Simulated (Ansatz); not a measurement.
Potential energy curve for NaF, singlet.

Computed with: RCCSD = CCSD on RHF/def2-SVP, frozen core (Ansatz, an electronic-structure program); UKS-CAM-B3LYP = unrestricted CAM-B3LYP/def2-SVP (Ansatz); UCCSD = CCSD on UHF/def2-SVP, frozen core (Ansatz); RCCSDTQ = CCSDTQ on RHF/def2-SVP, frozen core run with Ansatz.

Energies are in kcal/mol, each relative to the lowest point of its own curve near equilibrium.

| R / Å | RCCSD | UKS-CAM-B3LYP | UCCSD | RCCSDTQ |
|---|---|---|---|---|
| 1.52 | 47.0 | 41.8 | 47.0 | 47.2 |
| 1.62 | 20.8 | 17.6 | 20.8 | 20.9 |
| 1.76 | 3.9 | 2.7 | 3.9 | 4.0 |
| 1.83 | 0.8 | 0.3 | 0.8 | 0.8 |
| 1.86 | 0.2 | 0.0 | 0.2 | 0.2 |
| 1.92 | 0.0 | 0.3 | 0.0 | 0.0 |
| 1.96 | 0.5 | 1.0 | 0.5 | 0.5 |
| 1.99 | 1.1 | 1.8 | 1.1 | 1.1 |
| 2.11 | 5.0 | 6.3 | 5.0 | 4.9 |
| 2.24 | 11.0 | 12.7 | 11.0 | 10.8 |
| 2.41 | 19.7 | 21.9 | 19.7 | 19.5 |
| 2.59 | 29.3 | 31.8 | 29.3 | 29.0 |
| 2.87 | 43.5 | 46.1 | 43.5 | 43.2 |
| 3.18 | 57.7 | 60.2 | 57.7 | 57.4 |
| 3.47 | 69.3 | 70.8 | — | 68.9 |
| 3.88 | 83.1 | 80.9 | — | 82.4 |
| 4.31 | 94.1 | 87.9 | — | 92.0 |
| 4.80 | — | 93.1 | — | — |
| 5.12 | — | 95.5 | — | — |
| 5.74 | — | 98.6 | — | — |
| 6.70 | — | 101.2 | — | — |
| 7.65 | — | 102.5 | — | — |

A dash means that the run gave no value there, or that the column was ended at a point which the program doubted or which failed a test of continuity chosen for this set; such a test can also cut sound points.

The T1 diagnostic of CCSD on the restricted reference of RCCSD, RCCSDTQ exceeds 0.045 at 3.47 to 6.70 Å. The unrestricted determinant behind UKS-CAM-B3LYP is spin-contaminated at 3.47 to 7.65 Å (<S²> up to 0.8, against 0.00 for a pure singlet). The unrestricted determinant behind UCCSD is spin-contaminated at 3.47 to 7.65 Å (<S²> up to 1.0, against 0.00 for a pure singlet).
